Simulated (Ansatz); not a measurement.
Relaxation of CH7BClNOSi (13 atoms, charge 0, multiplicity 1), to a largest force component of 0.015 eV/Å in at most 40 steps.

Level of theory: RHF/STO-3G (Ansatz 0.2.0).

```xyz
13
Properties=species:S:1:pos:R:3:forces:R:3
C 0.118 -2.063 -0.260 -2.22 3.88 -1.49
B -0.643 -1.059 0.774 -2.17 1.37 -0.67
O -1.406 0.127 0.304 4.99 -1.01 1.57
Si -0.191 1.453 0.405 -3.15 -0.98 0.40
N 0.959 1.292 -0.910 0.72 -1.78 1.00
Cl -1.318 3.252 0.171 0.66 -1.08 0.17
H -0.350 -3.029 -0.199 0.32 -0.57 -0.11
H -0.029 -1.608 -1.307 0.63 -1.71 2.13
H 1.158 -2.059 -0.001 0.67 -0.65 -0.09
H -0.633 -1.337 1.946 -0.02 0.52 -1.11
H 0.399 1.466 1.738 -0.17 0.25 -0.95
H 1.897 1.157 -0.418 -1.35 -0.11 -1.60
H 0.711 0.381 -1.414 1.09 1.86 0.75
```

Problem. Where does it end, and by what steps?

Solution. It converged. The force dipped under the threshold on the way, but the program's further checks kept it going. Limits of this set-up: minimal basis. After 32 steps the energy has fallen by 2.065 eV; H12 moved furthest, 1.86 Å.

```tsv
step	energy less start (eV)	largest force component (eV/Å)	accepted
0	0.0000	4.988	yes
2	-1.2756	1.299	yes
4	-1.5600	0.337	yes
6	-1.6966	0.825	yes
8	-1.8369	0.457	yes
10	-1.9248	0.999	yes
12	-1.9776	0.889	yes
14	-2.0562	0.325	yes
16	-2.0625	0.077	yes
18	-2.0629	0.017	yes
20	-2.0633	0.091	yes
22	-2.0640	0.067	yes
24	-2.0642	0.045	no
26	-2.0647	0.035	yes
28	-2.0649	0.025	yes
30	-2.0649	0.064	no
32	-2.0652	0.013	yes
```

```xyz
13
Properties=species:S:1:pos:R:3
C -0.458 -2.666 -0.106
B -0.277 -1.254 0.581
O -0.034 -0.175 -0.151
Si 0.171 1.384 0.353
N 1.364 2.085 -0.634
Cl -1.700 2.301 0.117
H -1.440 -3.069 0.122
H -0.350 -2.628 -1.184
H 0.268 -3.372 0.284
H -0.352 -1.171 1.746
H 0.514 1.504 1.729
H 1.712 3.008 -0.385
H 1.255 2.025 -1.644
```

The run took 76 s on 1 thread of Arm Neoverse V2, on a shared host, peak memory 0.19 GiB.
